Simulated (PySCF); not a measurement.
A calculated (UHF, PySCF 2.14, aug-cc-pVQZ-DK3, the spin-free X2C one-electron Hamiltonian (Gaussian nucleus)) atom or ion has these occupied shells.

```
shell  electrons  orbital energy (eV)  rms radius, mean of both spins (bohr)
 1s α          1             -29341.4                                 0.0333
 1s β          1             -29341.4                                 0.0333
 2s β          1              -4522.6                                  0.136
 2s α          1              -4522.6                                  0.136
 2p α          3              -4055.6                                  0.121
 2p β          3              -4055.5                                  0.121
 3s α          1              -912.72                                  0.361
 3s β          1              -912.67                                  0.361
 3p α          3              -755.90                                  0.362
 3p β          3              -755.81                                  0.362
 3d α          5              -513.91                                  0.341
 3d β          5              -513.90                                  0.341
 4s α          1              -160.08                                  0.874
 4s β          1              -159.95                                  0.874
 4p α          3              -110.22                                  0.950
 4p β          3              -110.06                                  0.950
 4d α          5              -35.617                                   1.19
 4d β          5              -35.467                                   1.19
 5s α          1              -15.613                                   2.66
 5s β          1              -12.029                                   2.66
 5p α          2               -7.265                                   3.46
```

Problem. Name the element and its charge.

Solution. Sn (tin, neutral), in [Kr] 4d10 5s2 5p2, high-spin 3P determinant.
